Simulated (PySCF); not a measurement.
## C (carbon, neutral): r2SCAN calculation

Configuration: [He] 2s2 2p2, high-spin 3P determinant. Computed with PySCF 2.14 in dyall-av3z (15s9p3d2f, 71 functions), with no relativity, point nucleus.

* Total energy: -37.8349 hartree
* One-electron energy: -50.4576 hartree
* Hartree (Coulomb) energy: 17.8316 hartree
* Exchange-correlation energy: -5.2089 hartree
* Kinetic energy: 37.70932 hartree
* ⟨S²⟩: 2.0066
* ⟨L²⟩: 2.014
* Sum of ⟨r⟩: 7.156 bohr
* Sum of ⟨r²⟩: 13.93 bohr²
* Traceless quadrupole moment −½Σ⟨3z² − r²⟩ along its main axis: 1.47 e·bohr²
* Density at the nucleus (Gaussians lack the cusp): 127 bohr⁻³
* Spin density at the nucleus: 0.0564 bohr⁻³
* Langevin diamagnetic susceptibility: -11.0 ×10⁻⁶ cm³/mol

| shell | electrons | mean orbital energy (hartree) | rms radius, mean of both spins (bohr) |
| --- | --- | --- | --- |
| 1s α | 1 | -10.17320 | 0.314 |
| 1s β | 1 | -10.13829 | 0.314 |
| 2s α | 1 | -0.55916 | 1.75 |
| 2s β | 1 | -0.43802 | 1.75 |
| 2p α | 2 | -0.24161 | 1.95 |
